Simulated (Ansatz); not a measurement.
Species: C$_{3}$H$_{5}$O, SMILES `[CH]1CCO1` (charge 0, multiplicity 2).

Task: Give a relaxed geometry from B3LYP-D3(BJ)/def2-TZVP in Ansatz (a program for electronic structure).

Result: the end point of this relaxation (outside a Z-matrix the atoms follow the SMILES, hydrogens last).
Bonds (Å): C1–C2 1.501, C1–O4 1.388, C1–H5 1.083, C2–C3 1.543, C2–H6 1.094, C2–H7 1.091, C3–O4 1.461, C3–H8 1.090, C3–H9 1.089. Angles (°): C2–C1–O4 95.2, C2–C1–H5 132.9, O4–C1–H5 119.2, C1–C2–C3 83.3, C1–C2–H6 116.0, C1–C2–H7 116.9, C3–C2–H6 114.2, C3–C2–H7 116.2, H6–C2–H7 108.7, C2–C3–O4 90.6, C2–C3–H8 116.1, C2–C3–H9 116.6, O4–C3–H8 110.9, O4–C3–H9 110.6, H8–C3–H9 110.4, C1–O4–C3 90.4.
